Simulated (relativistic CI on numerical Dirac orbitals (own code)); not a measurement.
**Tm⁹⁺: q coefficients and field-shift factors**

Calculated at this level of theory: Dirac-Coulomb-Breit CI, separate exchange-only KLI orbitals for each configuration, derivatives by finite differences, unscaled Slater integrals, QED left out (own radial code, finite nucleus).

Configurations in the expansion (outside the closed core [Kr] 4d10): 4f11.5s2.5p, 4f12.5s2, 4f11.5s2.5d, 4f13.5s, 4f13.5p, 4f12.5p2, 4f11.5s2.6s, 4f12.5s.6s. The list is cut by size and lacks configurations that can hold low levels.

With x = (α/α₀)² − 1 an excitation energy changes as ω = ω₀ + qx; K = 2q/ω₀ is the relative enhancement. Terms are leading LS components, so labels can repeat. The field-shift factor is F = δν/δ⟨r²⟩ for the transition from the lowest level.

Lowest level 4f11.5s2.5p 5H_7.

| Level | ω₀ (cm⁻¹) | q (cm⁻¹) | F (GHz/fm²) |
| --- | --- | --- | --- |
| 4f11.5s2.5p 3K_8 | 5962.0 | -376 | 0.0968 |
| 4f11.5s2.5p 5H_6 | 9918.7 | 7672 | 0.409 |
| 4f11.5s2.5p 5K_7 | 12240.8 | 6628 | 0.479 |
| 4f11.5s2.5p 5I_5 | 15331.3 | 8057 | 0.64 |
| 4f11.5s2.5p 5K_6 | 16802.0 | 10170 | 0.463 |
| 4f11.5s2.5p 5K_5 | 19694.0 | 9444 | 0.584 |
| 4f11.5s2.5p 3H_4 | 19752.0 | 1960 | 0.395 |
| 4f11.5s2.5p 5F_4 | 23941.8 | 6768 | 0.636 |
| 4f11.5s2.5p 5F_5 | 24902.8 | 2563 | 0.238 |
| 4f11.5s2.5p 5P_1 | 27263.1 | 3558 | 0.644 |
| 4f11.5s2.5p 3G_5 | 28154.6 | 6816 | 0.432 |
| 4f11.5s2.5p 5F_3 | 28796.3 | 7673 | 0.745 |
| 4f11.5s2.5p 3H_6 | 29703.1 | 4949 | 0.643 |

At this charge energies of transitions that change n are usually good to better than 1 %, and those within a shell (Δn = 0) to a few per cent. Terms inside the open d or f shell come out 10 to 20 % too wide with unscaled integrals. Levels and lines within the n = 5 or 6 shells can be off by up to 10 % or somewhat more, and those that change n by about 2 %, since core polarisation is missing.

Problem. Which transition from the lowest level has the largest |K|?

Solution. 4f11.5s2.5p 5H_6 at 9918.7 cm⁻¹, K = 1.55.
